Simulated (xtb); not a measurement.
Ta(S)(F)2(OH) (F2HOSTa), SMILES [F][Ta](=[S])([F])[OH], multiplicity 1. All values are semi-empirical tight-binding results from xtb (GFN2-xTB unless named), good for trends rather than for accurate numbers. Geometry optimised at GFN2-xTB. The spin state was assumed, not searched. The values are those of a single conformer.

Optimised geometry:

```xyz
6

Ta     0.0513    -0.2267     0.0000
S     -0.0135     2.0234     0.0000
F     -1.1503    -0.5736    -1.4197
F     -1.1503    -0.5736     1.4197
O      1.8024    -0.5989     0.0000
H      2.7542    -0.7096     0.0000
```
Charge 0, spin multiplicity 1.

For metal compounds this method's bond lengths and energies can be far off.

```json
{
  "point_group_as_xtb_finds_it": "Cs",
  "orbital_gap": "2.25 eV",
  "zero_point_energy": "9.9 kcal/mol",
  "G − E(el) at 298.15 K (modified RRHO)": "-11.5 kcal/mol"
}
```

Computed atomic charges and the Wiberg bond orders between heavy atoms:
charges (e) Ta1 1.22, S2 -0.25, F3 -0.38, F4 -0.38, O5 -0.57, H6 0.35. Bond orders Ta1–S2 2.18, Ta1–F3 0.95, Ta1–F4 0.95, Ta1–O5 1.18.
